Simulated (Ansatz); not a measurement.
CH6BSbSe, relaxed with RKS PBE-D4/def2-SVP in the Gaussian-basis code of Ansatz from a rough embedded geometry. The force threshold is 0.03 eV/Å; the program also tests the step.

The species carries charge 0 and has multiplicity 1. Sb: def2 effective core potential. The bonds changed during the relaxation, so this is another structure than the one it started from.

Start:

```xyz
10

Se    1.505    1.005   -1.886
C     0.849    0.932    0.010
B    -0.084   -0.358    0.237
Sb   -2.206   -0.095    0.763
H     2.314   -0.255   -1.656
H     0.256    1.863    0.241
H     1.726    0.885    0.663
H     0.360   -1.406   -0.014
H    -2.005   -1.345    2.050
H    -2.715   -1.225   -0.409
```

**Question.** By how much does the energy fall, and how many steps does the optimiser take? (Estimate.)

**Answer.** Computed: 0.75 eV, in 18 steps, 1 of them rejected.

**Question.** Which bonds change most? (Best estimate.)

**Answer.** The calculation gave: Se1–B3 from 2.981 to 2.236 Å; B3–Sb4 from 2.203 to 2.289 Å; Sb4–H9 from 1.804 to 1.740 Å; B3–H8 from 1.166 to 1.215 Å.

**Question.** Give the relaxed structure. (An estimate is asked.)

**Answer.** Ansatz gave: 
```xyz
10

Se    0.793    0.813   -1.674
C     0.939    0.895    0.340
B     0.055   -0.368    0.075
Sb   -2.221   -0.162    0.201
H     2.042    0.025   -1.857
H     0.498    1.862    0.645
H     2.002    0.815    0.631
H     0.577   -1.464    0.022
H    -2.177   -0.606    1.882
H    -2.509   -1.809   -0.264
```
